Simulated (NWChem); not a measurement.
System: C₂H₄FNOSi; SMILES O[Si@@]1(F)C=NC1

```xyz
10

O      1.2249    -1.5120     0.0125
Si     0.0081    -0.4013     0.0066
F     -1.3271    -1.3123     0.0156
C     -0.0018     1.1163     1.1061
N     -0.0196     1.9413     0.1200
C     -0.0225     1.1183    -1.1163
H      2.1354    -1.2041     0.0178
H      0.0011     1.4735     2.1449
H     -0.9286     1.3082    -1.7139
H      0.8453     1.3552    -1.7529
```
Atoms are numbered in this order, from 1.

Results from NWChem. Pople sets run with spherical d functions. Structure relaxed at the PBE0/def2-SVP level. Atomic charges in e: unrestrained fits to the electrostatic potential beside Mulliken populations; buried atoms are poorly determined by the fit.

**Question.** Predict the results for Hartree-Fock/6-31G*. Quantities: ESP O1; Mulliken O1; ESP Si2; Mulliken Si2; ESP F3; Mulliken F3; ESP C4; Mulliken C4; ESP N5; Mulliken N5; relative RMS misfit of the potential (%).

**Answer.** 
| Item | Result |
|---|---|
| ESP O1 | -0.70 |
| Mulliken O1 | -0.87 |
| ESP Si2 | 0.87 |
| Mulliken Si2 | 1.37 |
| ESP F3 | -0.34 |
| Mulliken F3 | -0.52 |
| ESP C4 | 0.00 |
| Mulliken C4 | -0.23 |
| ESP N5 | -0.41 |
| Mulliken N5 | -0.38 |
| relative RMS misfit of the potential (%) | 26 |
